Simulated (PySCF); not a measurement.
Dipole response of C (carbon, neutral)

[He] 2s1 2p3, high-spin 5S determinant (an excited configuration). All numbers are calculated (PySCF 2.14, scalar relativity by spin-free X2C-1e, in dyall-av3z). Coupled (time-dependent) response in atomic units; α is the mean over directions.

```csv
method,mean α (bohr³),C₆ (like pair),S(−4)
UHF,8.684,30.99,36.78
PBE,11.23,42.64,76.58
PBE0,10.30,38.29,59.59
BLYP,11.53,43.94,82.83
B3LYP,10.64,39.76,65.63
```

S(−4) is the Cauchy moment in α(ω) = α(0) + S(−4) ω² + …

α(iu) at BLYP:

```csv
u (hartree),α(iu) (bohr³)
0,11.53
0.0500,11.33
0.100,10.79
0.200,9.184
0.300,7.540
0.500,5.051
0.750,3.251
1.00,2.246
1.50,1.244
2.00,0.7845
3.00,0.3930
5.00,0.1581
```

A single London oscillator, α(iu) = α/(1 + u²/ω²), gives C₆ = (3/4) ω α². Matching the computed C₆ needs ω = 4 × 43.94 / (3 × 11.53²) = 0.441 hartree.
